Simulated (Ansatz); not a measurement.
Strength of the Si–Te bond: C2H8SiTe → SiH2(CH3) + CH3Te

Gas-phase species: C2H8SiTe `C[SiH2][Te]C`, singlet; SiH2(CH3), doublet; CH3Te `C[Te]`, doublet. 

Shapes, held fixed at every level: PBE0-D4/def2-TZVP. Flexible molecules stand in one conformer, not always the lowest. Programs: Ansatz 0.2.0. The zero-point and thermal change to 298 K, harmonic and unscaled (PBE0-D4/def2-TZVP), is -11.4 kJ/mol.

Q: Estimate ΔH(298 K) of this reaction.

A: The highest level, CCSD(T)/def2-TZVPP, gives ΔH(298 K) = +279.8 kJ/mol; the levels span +176.6 to +279.8. The column of differences is taken from that level and isn't an error. Hartree–Fock misses the correlation of the pair that is broken and comes out low. No measured value is set beside it here. Open shells run unrestricted. For atoms past krypton def2 sets carry core potentials with scalar relativity. Outer-core shells of Te are correlated, in sets that cover them unevenly. CCSD(T)/def2-TZVPP lies outside the range of the other correlated levels here, so it shouldn't be taken on trust.

```tsv
level	kind	ΔH(298 K) (kJ/mol)	less CCSD(T)/def2-TZVPP
MP2/def2-SVP	perturbation theory	+264.8	-15.0
HF/def2-SVP	Hartree–Fock	+176.6	-103.2
B3LYP-D4/def2-TZVPP	global hybrid	+274.2	-5.6
r2SCAN0-D4/def2-TZVPP	global hybrid	+270.0	-9.8
CCSD(T)/def2-SVP	coupled cluster or CI	+255.6	-24.2
CCSD/def2-SVP	coupled cluster or CI	+248.5	-31.3
CCSD/def2-TZVPP	coupled cluster or CI	+268.5	-11.3
CCSD(T)/def2-TZVPP	coupled cluster or CI	+279.8	0.0
```
